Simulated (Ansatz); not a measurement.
Molecule: dihydroxy(dimethoxy)silane, C2H8O4Si, net charge 0, singlet state. 
Structure (B3LYP-D3(BJ)/def2-TZVP (Ansatz, an electronic-structure program) minimum search):
```xyz
15

C     -2.3016    -0.8229     0.2347
O     -1.0292    -0.5852     0.8233
Si     0.1151     0.3793     0.1794
O     -0.6110     1.7925    -0.2077
O      1.3068     0.5012     1.2925
O      0.7949    -0.1870    -1.1885
C      1.6514    -1.3206    -1.2484
H     -2.1991    -1.3419    -0.7222
H     -2.8741    -1.4513     0.9162
H     -2.8390     0.1139     0.0729
H     -0.1642     2.3601    -0.8401
H      1.0464     0.5478     2.2154
H      1.1152    -2.2312    -0.9677
H      2.0026    -1.4214    -2.2749
H      2.5103    -1.1975    -0.5854
```
Charge 0, spin multiplicity 1.

Basis-set convergence of Hartree-Fock and CCSD correlation energies (hartree) with Ansatz. Cores are frozen in the correlated levels unless marked. Spin-orbit coupling is left out. Non-relativistic.

```
basis        functions       E(HF)  E(corr, CCSD)
-----------  ---------  ----------  -------------
cc-pV(D+d)Z        147  -668.98878       -1.16664
cc-pV(T+d)Z        331  -669.15474       -1.45071
cc-pV(Q+d)Z        634  -669.19006       -1.54618
```

Extrapolating the two largest sets (X = 3 and 4) as X^-3: E(corr) = (64·(-1.54618) - 27·(-1.45071))/37 = -1.6158 Eh, an estimate of the basis-set limit. The largest set recovers 95.7 % of it, the smallest 72.2 %.
